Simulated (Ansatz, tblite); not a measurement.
Cost and result up the ladder for Ge8BPH16, a doped cluster cut from the lattice of germanium (B and P 4.0 A apart) (26 atoms). Total charge 0; singlet. Geometry: PBE-D4/def2-SVP.

Cartesian coordinates in Å:
```
B -0.574 2.148 0.680
Ge -0.446 -1.442 1.868
P 2.082 -0.011 -0.601
Ge -1.497 -0.564 -1.791
Ge 1.399 2.175 0.120
Ge 1.888 -1.599 1.139
Ge -0.889 0.940 2.332
Ge -1.822 1.719 -0.916
Ge -1.681 -2.298 -0.069
Ge 0.848 -0.730 -2.484
H -0.802 3.309 1.024
H -0.524 -2.452 3.057
H 3.459 -0.011 -0.996
H -2.284 -0.980 -3.075
H 2.517 2.409 1.187
H 1.845 2.969 -1.151
H 2.973 -1.120 2.147
H 2.376 -2.923 0.479
H 0.018 1.229 3.574
H -2.355 0.919 2.869
H -3.349 1.748 -0.590
H -1.637 2.612 -2.187
H -3.175 -2.486 0.315
H -1.135 -3.676 -0.556
H 1.327 0.256 -3.589
H 1.437 -2.139 -2.789
```

Ansatz on 2 threads of AMD EPYC 7R13 on a shared host and a share (18 GiB) of an NVIDIA H100 80GB HBM3; xTB runs through tblite on one thread. Times are rough, summed over both states, and most runs start from the orbitals of an earlier one. PBE0-D4/def2-TZVP serves as the yardstick here, not as an exact answer. The other state is a doublet.

The xTB rows come from tblite. Single mean-field runs in def2-TZVP are fitted with def2-universal-jkfit.

Raw xTB energies of ions are shifted by several eV.

| level | functions | wall time |
| --- | --- | --- |
| GFN2-xTB | 101 | 0.14 s |
| GFN1-xTB | 117 | 0.16 s |
| PBE-D4/def2-TZVP (with forces) | 548 | 27 s |
| PBE0-D4/def2-TZVP | 548 | 48 s |
| BHLYP-D4/def2-TZVP | 548 | 56 s |

Estimate what each level gives for the vertical IE (eV).


| level | vertical IE (eV) | difference from PBE0-D4/def2-TZVP (eV) |
| --- | --- | --- |
| GFN2-xTB | 12.02 | 3.63 |
| GFN1-xTB | 13.08 | 4.69 |
| PBE-D4/def2-TZVP (with forces) | 8.05 | -0.33 |
| PBE0-D4/def2-TZVP | 8.39 | 0.00 |
| BHLYP-D4/def2-TZVP | 8.55 | 0.16 |
